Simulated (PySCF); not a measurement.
**Basis-set dependence of population analyses: B2H6NP**

Compound: B2H6NP.
Numbering: `[BH2:1][PH:2][BH:3][NH2:4]` (hydrogens: H5, H6 on B1; H7 on P2; H8 on B3; H9, H10 on N4)

PBE0 throughout (PySCF), one geometry, spherical d and f functions. Geometry: PBE0-D3(BJ)/def2-SVP, one conformer, isolated molecule. Atoms taken as equivalent share a column and are averaged. The first 7 of 8 kinds of atom are listed.

Mulliken charges (e):

```
        basis  functions      B1      P2      B3      N4   H5/H6      H7      H8
       STO-3G         30  -0.070  +0.193  +0.101  -0.451  -0.056  -0.042  -0.052
        6-31G         52  -0.071  +0.009  +0.244  -0.829  -0.015  -0.001  -0.012
     pcSseg-0         52  -0.107  -0.343  +0.288  -0.807  +0.052  +0.127  +0.061
       6-31G*         72  -0.088  -0.098  +0.168  -0.767  +0.007  +0.044  +0.003
      cc-pVDZ         90  -0.105  -0.028  -0.095  -0.002  -0.008  +0.041  -0.013
     def2-SVP         90  -0.093  -0.053  -0.066  -0.098  -0.004  +0.034  -0.004
  aug-cc-pVDZ        150  -1.354  -0.327  -0.281  +0.040  +0.630  +0.170  +0.517
6-311+G(2d,p)        152  -0.232  +0.142  +0.136  -0.594  -0.001  +0.041  +0.008
    def2-TZVP        166  -0.124  -0.117  +0.042  -0.439  +0.016  +0.082  +0.023
      cc-pVTZ        208  -0.167  -0.016  -0.061  -0.191  +0.019  +0.053  +0.014
     IGLO-III        209  -0.034  +0.127  +0.206  -0.490  -0.057  -0.053  -0.068
```

IAO charges (e):

```
        basis  functions      B1      P2      B3      N4   H5/H6      H7      H8
       STO-3G         30  -0.225  +0.270  -0.052  -0.442  -0.005  -0.009  +0.002
        6-31G         52  -0.277  +0.181  -0.056  -0.523  +0.029  +0.034  +0.021
     pcSseg-0         52  -0.286  +0.177  -0.069  -0.481  +0.028  +0.042  +0.019
       6-31G*         72  -0.276  +0.229  -0.054  -0.521  +0.024  +0.006  +0.015
      cc-pVDZ         90  -0.298  +0.241  -0.074  -0.509  +0.028  +0.010  +0.018
     def2-SVP         90  -0.294  +0.251  -0.074  -0.499  +0.024  +0.006  +0.014
  aug-cc-pVDZ        150  -0.295  +0.236  -0.068  -0.537  +0.030  +0.013  +0.020
6-311+G(2d,p)        152  -0.302  +0.253  -0.071  -0.540  +0.030  +0.007  +0.020
    def2-TZVP        166  -0.302  +0.254  -0.070  -0.538  +0.030  +0.005  +0.019
      cc-pVTZ        208  -0.299  +0.245  -0.068  -0.536  +0.029  +0.009  +0.019
     IGLO-III        209  -0.305  +0.257  -0.071  -0.542  +0.030  +0.006  +0.020
```

Some averages cover members that differ in this geometry, most widely: H5/H6, Mulliken in aug-cc-pVDZ +0.566 to +0.694; H5/H6, Mulliken in def2-TZVP +0.001 to +0.031; H5/H6, Mulliken in 6-311+G(2d,p) -0.015 to +0.014; H5/H6, Mulliken in pcSseg-0 +0.038 to +0.066 e.

**Question.** Which scheme is steadiest as the basis changes?

**Answer.** Largest range over the bases for any column: IAO 0.10 e, Mulliken 1.32 e. IAO charges move least and Mulliken charges most, counted in e. Without the minimal STO-3G basis the ranges are IAO 0.08, Mulliken 1.32 e.

**Question.** How much do the charges still move between the two largest bases, cc-pVTZ and IGLO-III?

**Answer.** At most, over all atoms: Mulliken 0.299 e, IAO 0.013 e.

**Question.** What do the same runs give for the total energy, the frontier levels and the dipole moment?

**Answer.** 
```json
{"basis": "STO-3G", "energy (Eh)": "-443.9841", "HOMO (eV)": "-3.92", "LUMO (eV)": "2.47", "μ (D)": "2.18"}
{"basis": "6-31G", "energy (Eh)": "-449.1018", "HOMO (eV)": "-6.71", "LUMO (eV)": "-1.00", "μ (D)": "2.37"}
{"basis": "pcSseg-0", "energy (Eh)": "-448.5356", "HOMO (eV)": "-6.92", "LUMO (eV)": "-1.23", "μ (D)": "2.46"}
{"basis": "6-31G*", "energy (Eh)": "-449.1441", "HOMO (eV)": "-6.64", "LUMO (eV)": "-1.07", "μ (D)": "2.33"}
{"basis": "cc-pVDZ", "energy (Eh)": "-449.1765", "HOMO (eV)": "-6.70", "LUMO (eV)": "-1.24", "μ (D)": "2.30"}
{"basis": "def2-SVP", "energy (Eh)": "-448.9879", "HOMO (eV)": "-6.72", "LUMO (eV)": "-1.27", "μ (D)": "2.31"}
{"basis": "aug-cc-pVDZ", "energy (Eh)": "-449.1865", "HOMO (eV)": "-6.84", "LUMO (eV)": "-1.49", "μ (D)": "2.08"}
{"basis": "6-311+G(2d,p)", "energy (Eh)": "-449.2134", "HOMO (eV)": "-6.84", "LUMO (eV)": "-1.51", "μ (D)": "2.08"}
{"basis": "def2-TZVP", "energy (Eh)": "-449.2220", "HOMO (eV)": "-6.83", "LUMO (eV)": "-1.47", "μ (D)": "2.13"}
{"basis": "cc-pVTZ", "energy (Eh)": "-449.2243", "HOMO (eV)": "-6.82", "LUMO (eV)": "-1.43", "μ (D)": "2.17"}
{"basis": "IGLO-III", "energy (Eh)": "-449.2262", "HOMO (eV)": "-6.82", "LUMO (eV)": "-1.49", "μ (D)": "2.08"}
```

The dipole is fixed by the density alone, so its range of 0.38 D shows that the density itself changes with the basis, not only its division among atoms.
